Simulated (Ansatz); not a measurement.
hydrogen telluride (SMILES [TeH2]) moved off its minimum; all values from Ansatz (an electronic-structure program), cores frozen in correlated methods. Elements past Kr take the def2 small-core potentials, without spin–orbit coupling.
(charge 0, multiplicity 1)
```xyz
3

Te     0.05715     0.04214    -0.00006
H     -1.19917    -1.17416    -0.07991
H      1.20904    -1.12676     0.02796
```

Forces at PBE/def2-TZVPP (eV/Å):

| atom | Fx | Fy | Fz |
|---|---|---|---|
| Te1 | -1.122 | -0.329 | -0.056 |
| H2 | 0.793 | 0.718 | 0.049 |
| H3 | 0.330 | -0.389 | 0.007 |

Q: Give the forces (eV/Å), the total energy and the dipole at CCSD(T)/def2-TZVPPD.

A: 
```
atom      Fx      Fy      Fz
----  ------  ------  ------
Te1   -1.138  -0.621  -0.063
H2     0.913   0.868   0.058
H3     0.225  -0.246   0.005
```
Energy -268.3297 hartree, dipole 0.12 D.
